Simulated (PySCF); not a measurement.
C2H5FO2Si, SMILES O=CC[Si@H](O)F.

Geometry optimised at B3LYP-D3(BJ)/def2-SVP. The structure was generated by enumeration; whether it is a known compound was not checked. Other conformers were not sampled.

Two levels are set side by side: PBE/def2-TZVP (PySCF) and HF/def2-TZVP (PySCF). Same geometry, gas phase. Differences are taken from unrounded values.

```json
[
 {"quantity": "orbital gap (eV)", "HF": "14.69"},
 {"quantity": "highest occupied level (eV)", "HF": "-11.95"},
 {"quantity": "lowest empty level (eV)", "HF": "2.74"},
 {"quantity": "dipole moment (D)", "HF": "3.91"},
 {"quantity": "mean polarisability (bohr³)", "HF": "47.0"}
]
```

Problem. What does PBE give, and how far is it from HF? (The exact figures need the calculation; the answer reports its results.)

Solution. 
| quantity | PBE | PBE minus HF |
|---|---|---|
| orbital gap (eV) | 3.91 | -10.78 |
| highest occupied level (eV) | -6.51 | 5.44 |
| lowest empty level (eV) | -2.60 | -5.33 |
| dipole moment (D) | 3.22 | -0.69 |
| mean polarisability (bohr³) | 54.7 | 7.7 |

Without exact exchange PBE keeps part of each electron's self-repulsion, which lifts occupied levels and narrows the gap. PBE's more diffuse valence density responds more strongly to a field. Differences between two approximate levels are no errors against the true value.

Rough cost on one machine, each run with all the roots and properties that it gave: HF against PBE about 1/3.
